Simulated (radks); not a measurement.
The numbers below are computed, except where a source is named.
Ionisation ladder of dysprosium, from Dy XLV to Dy LXVI. Each ion is in the ground configuration listed by NIST, and IE = E(next ion) - E(this ion), with E = 0 for the bare nucleus. Code: a radial shooting solver on a logarithmic mesh with Libxc functionals. Model: Dirac Kohn-Sham, PBE, spin-unpolarised, spherical densities, finite nucleus; open shells fill j = l - 1/2 first; Fermi nuclear charge, rms radius 5.2218 fm.

species,configuration,E (hartree),"IE, Delta-SCF (eV)",-e(HOMO) (eV),HOMO,"IE, NIST (eV)",kind,error (eV)
Dy XLV,[Ar] 3d4,-10584.5133,3608.5,3548.8,3d3/2,3607,theory,+1.5
Dy XLVI,[Ar] 3d3,-10451.9037,3728.7,3668.4,3d3/2,3725,theory,+3.7
Dy XLVII,[Ar] 3d2,-10314.8755,3850.3,3789.3,3d3/2,3852,theory,-1.7
Dy XLVIII,[Ar] 3d1,-10173.3785,3973.3,3911.6,3d3/2,3970,theory,+3.3
Dy XLIX,[Ar],-10027.3640,4310.4,4256.8,3p3/2,4303,theory,+7.4
Dy L,[Ne] 3s2 3p5,-9868.9597,4417.9,4364.1,3p3/2,4407,theory,+10.9
Dy LI,[Ne] 3s2 3p4,-9706.6057,4525.8,4471.8,3p3/2,4523,theory,+2.8
Dy LII,[Ne] 3s2 3p3,-9540.2848,4634.1,4579.9,3p3/2,4629,theory,+5.1
Dy LIII,[Ne] 3s2 3p2,-9369.9846,4960.3,4903.2,3p1/2,4945,theory,+15.3
Dy LIV,[Ne] 3s2 3p1,-9187.6974,5074.5,5017.4,3p1/2,5066,theory,+8.5
Dy LV,[Ne] 3s2,-9001.2137,5316.8,5264.0,3s1/2,5296,theory,+20.8
Dy LVI,[Ne] 3s1,-8805.8231,5422.8,5369.6,3s1/2,5412,theory,+10.8
Dy LVII,[Ne],-8606.5390,12103.9,11957.3,2p3/2,12081,theory,+22.9
Dy LVIII,[He] 2s2 2p5,-8161.7279,12398.6,12250.9,2p3/2,12370,theory,+28.6
Dy LIX,[He] 2s2 2p4,-7706.0888,12695.0,12546.5,2p3/2,12690,theory,+5.0
Dy LX,[He] 2s2 2p3,-7239.5578,12992.7,12843.6,2p3/2,12986,theory,+6.7
Dy LXI,[He] 2s2 2p2,-6762.0856,14188.0,14024.7,2p1/2,14144,theory,+44.0
Dy LXII,[He] 2s2 2p1,-6240.6872,14514.6,14351.3,2p1/2,14495,theory,+19.6
Dy LXIII,[He] 2s2,-5707.2840,14987.5,14856.9,2s1/2,14936,theory,+51.5
Dy LXIV,[He] 2s1,-5156.5022,15242.1,15116.8,2s1/2,15228.1,theory,+14.1
Dy LXV,[He],-4596.3638,62024,61475,1s1/2,61736.6,theory,+287.2
Dy LXVI,1s1,-2317.0288,63050,62565,1s1/2,63073.2,theory,-23.7

Reference values: NIST Atomic Spectra Database (exp. = measured, semi-emp. = semi-empirical, theory = theoretical value adopted there). The ionisation energy per charge of the ion left behind rises most, in proportion, at Dy LXV ([He]), from 238.16 to 954.21 eV. Spin polarisation and multiplet splitting are left out, so open shells lie too high by an amount that depends on their filling.

Beside tabulated values, note that spin-unpolarised runs miss the spin-polarisation part of the exchange energy of open shells.
